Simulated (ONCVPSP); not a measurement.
Si (Z = 14): one change to an ONCV potential, before and after

* Element: Si (Z = 14)
* Generator: ONCVPSP 4.0.1
* Type: optimised norm-conserving Vanderbilt (ONCV)
* Functional: PBE
* Relativity: scalar-relativistic
* Frozen core: [Ne]
* Valence charge: 4
* Reference configuration: 3s1.5 3p2.5
* Partial waves: 3s: rc 1.70 bohr, ncon 3, nbas 6, qcut 4.3 1/bohr, 2 projectors, debl 3.1 Ha; 3p: rc 2.35 bohr, ncon 4, nbas 8, qcut 3.8 1/bohr, 1 projector; d scattering state at 0.4 Ha: rc 2.05 bohr, ncon 5, nbas 8, qcut 4.7 1/bohr, 2 projectors, debl 1.7 Ha
* Local potential: polynomial inside 1.10 bohr (lpopt 1, dvloc0 0 Ha)
* Core correction: none

Change: core [He], valence charge 12; reference 2s2 2p6 3s2 3p2; waves now 2s+3s: rc 1.00 bohr, ncon 4, nbas 8, qcut 10.6 1/bohr, 2 projectors; 2p+3p: rc 0.95 bohr, ncon 3, nbas 6, qcut 16.1 1/bohr, 2 projectors; d scattering state at 0.23 Ha: rc 1.05 bohr, ncon 4, nbas 7, qcut 9.3 1/bohr, 1 projector; local potential polynomial inside 0.90 bohr (lpopt 5, dvloc0 1 Ha).

Cutoffs: the cutoffs (Ha) at which the residual kinetic energy of the hardest occupied pseudo-wave falls to 1 and 0.1 mHa per electron; they do not see the model core or the augmentation charge, which bear on the density cutoff. Errors are all-electron minus pseudo energies relative to the spin-unpolarised reference configuration.

Q: What does the change do?

A: The potential gets harder (7.6 Ha and 12 Ha → 94 Ha and 107 Ha); neither file shows a bound ghost. The added semicore shells are compact, so their waves need more plane waves. Several settings change at once here, so the effects cannot be laid on one of them.

```csv
quantity,base,changed
"cutoff, loose",7.6 Ha,94 Ha
"cutoff, tight",12 Ha,107 Ha
loose cutoff by channel,"s 7.6 Ha, p 3.1 Ha","s 32 Ha, p 94 Ha"
bound ghosts,none,none
GHOST(+) flags under 300 eV,s at 157.7 eV,none
"largest error over its own tests, meV",-15,+2.6
```

Base: The cutoffs count occupied waves only; projector 2 of the d channel, the hardest unoccupied one, needs 26 Ha at the loose tolerance.
